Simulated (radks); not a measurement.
The numbers below are computed, except where a source is named.
Correlation energies from several functionals, in hartree. Species: Al+ [Ne] 3s2; Bi [Hg] 6p3. Code: a radial shooting solver on a logarithmic mesh with Libxc functionals. Model: non-relativistic Kohn-Sham, exchange-only PBE, spin-polarised, spherical densities, point nucleus. Every spin shell is full or empty, so the densities are truly spherical. Functionals are evaluated on that one density, not self-consistently.

| functional | Al+ | Bi |
|---|---|---|
| PW92 | -0.93011 | -8.6246 |
| VWN5 | -0.93450 | -8.6599 |
| PBE | -0.42156 | -5.0881 |
| LYP | -0.48143 | -4.4745 |
| P86 | -0.47969 | -5.7189 |
| PW91 | -0.46490 | -5.4571 |
| AM05 | -0.83683 | -8.1333 |
| revTPSS | -0.43917 | -5.1274 |
| SCAN | -0.42572 | -5.1200 |
| B95 | -0.49435 | -6.3059 |
